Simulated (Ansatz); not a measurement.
`CC(=O)OBCl` + H₂ → `BOC(C)=O` + HCl at 700 K and 1 bar (hydrogenolysis of a B–Cl bond).

Isolated molecules relaxed with PBE0-D4/def2-TZVP in Ansatz; ΔE leaves out vibrations. CBS: MP2 limit from def2 TZ/QZ plus the TZ coupled-cluster correction, frozen cores. This one scheme is used for every species. One conformer a species, not always the lowest.

| species | CCSD(T)/CBS energy (Eh) | H − E (kJ/mol) | S (J/(mol·K)) |
| --- | --- | --- | --- |
| `CC(=O)OBCl` | -713.52185 | 248.3 | 464.6 |
| H₂ | -1.17544 | 46.8 | 155.3 |
| `BOC(C)=O` | -254.28820 | 259.9 | 420.4 |
| HCl | -460.38127 | 38.4 | 211.8 |

H − E and S are ideal-gas, rigid-rotor, harmonic terms from PBE0-D4/def2-TZVP, for one conformer and one mirror image of each species. The MP2-based limit puts H₂ 0.8 mEh under its directly extrapolated value; such offsets cancel only in part. 1 Eh = 2625.50 kJ/mol, R = 8.31446 J/(mol·K).

**Question.** By hand: ΔE, ΔH, ΔS and ΔG.

**Answer.** ΔE = (-254.28820) + (-460.38127) − (-713.52185) − (-1.17544) = 0.02782 Eh = 73.0 kJ/mol. Δ(H − E) = 259.9 + 38.4 − 248.3 − 46.8 = 3.2, so ΔH = 76.2 kJ/mol. ΔS = 420.4 + 211.8 − 464.6 − 155.3 = 12.3 J/(mol·K). ΔG = 76.2 − 700 × (12.3)/1000 = 67.6 kJ/mol.

**Question.** By hand: the equilibrium constant, and the temperature at which ΔG would vanish if ΔH and ΔS stayed fixed.

**Answer.** log₁₀ K = −ΔG/(RT ln 10) = -5.0. ΔG = 0 at ΔH/ΔS = 6195 K, far beyond where these terms or the molecules hold.

The number of gas molecules stays the same, so ΔS is small and ΔH decides. A doubt of 5 kJ/mol in ΔE shifts log₁₀ K by 0.4 here. Other conformers and mirror images would add mixing entropy, several J/(mol·K) or more a flexible species. These are equilibria of isolated gas molecules and say nothing of rates. Largest T1 diagnostic: 0.015 (customary marks: 0.02 for closed shells, 0.045 for open ones).
